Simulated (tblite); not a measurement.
A tight-binding relaxation on `CC(C)(C)P(P)P`.

Computed with GFN2-xTB geometry optimisation, gas phase (tblite 0.8.0). Start geometry: from a force field or distance geometry. A driver script takes a list of jobs; this job's settings line and coordinates (Å) are shown.

Command:
```bash
OMP_NUM_THREADS=1 python probes_run.py task.json out
```

Input:
```
{"job": {"kind": "relax", "xc": "GFN2-xTB", "basis": "xTB"}, "charge": 0, "multiplicity": 1}
C     -0.268800    -0.205600    -1.452200
C     -0.524300    -0.216800     0.022700
C     -1.187100    -1.527500     0.417700
C     -1.531100     0.877700     0.355800
P      0.983600     0.126400     1.047300
P      1.589600     2.211800     0.694600
P      2.638800    -1.255500     0.658700
H      0.266100     0.719400    -1.758400
H      0.349500    -1.058900    -1.753500
H     -1.250100    -0.260300    -2.003200
H     -0.899000    -2.322600    -0.284400
H     -0.986100    -1.827700     1.450600
H     -2.303900    -1.362100     0.358800
H     -1.941800     0.639000     1.368200
H     -2.383200     0.902000    -0.330400
H     -1.028300     1.857500     0.457100
H      0.537900     3.046800     1.265400
H      1.579000     2.420600    -0.742900
H      2.413000    -2.123400    -0.459200
H      3.941000    -0.630200     0.684100
```

Output:
```
step      E/eV     max force
  0    -617.30097    1.755
  1    -617.59443    1.648
  2    -618.03352    1.362
  3    -618.30104    1.423
  4    -618.52005    1.043
  5    -618.58759    0.615
  6    -618.63539    0.479
  7    -618.66314    0.469
  8    -618.71428    0.738
  9    -618.75819    0.658
... (150 lines left out)
160    -619.60909    0.042
161    -619.60926    0.030
162    -619.60940    0.031
163    -619.60953    0.024
164    -619.60968    0.026
165    -619.60979    0.023
166    -619.60987    0.022
167    -619.60991    0.017
168    -619.60995    0.010
169    -619.60998    0.009
```

«max force» is the largest atomic force in eV/Å.

Task: From which step on does the largest force stay under 0.1 eV/Å, and how much energy is left to gain from there?

Result: From step 146 (0.100 eV/Å), 9.2 meV above the end.

In short: energy lowered by 53.2 kcal/mol over 169 steps; largest atomic force 0.009 eV/Å at the end.

Task: Where do the atoms end?

Result: 1.039 Å rms from the input after alignment:
```
atom  x, y, z in Å
C1    -0.4447   -0.1557   -1.5441
C2    -0.6084   -0.1564   -0.0275
C3    -0.9620   -1.5631    0.4569
C4    -1.7125    0.8205    0.3803
P5     0.9669    0.3683    0.8959
P6     1.6360    2.0107   -0.3658
P7     2.3352   -1.1390    0.1271
H8    -0.2676    0.8551   -1.9142
H9     0.3922   -0.7862   -1.8458
H10   -1.3509   -0.5395   -2.0116
H11   -0.1965   -2.2760    0.1450
H12   -1.0385   -1.5876    1.5434
H13   -1.9162   -1.8772    0.0364
H14   -1.8151    0.8502    1.4641
H15   -2.6651    0.5142   -0.0495
H16   -1.4859    1.8266    0.0271
H17    2.6687    2.3238    0.5179
H18    0.7809    2.9218    0.2512
H19    3.4499   -0.4757    0.6382
H20    2.2286   -1.9242    1.2721
```

Task: How long does this job take on one thread, Arm Neoverse V2 (aarch64), shared host?

Result: About 1.2 s.
Labels such as C1 count atoms from 1, the log's own numbers from 0.
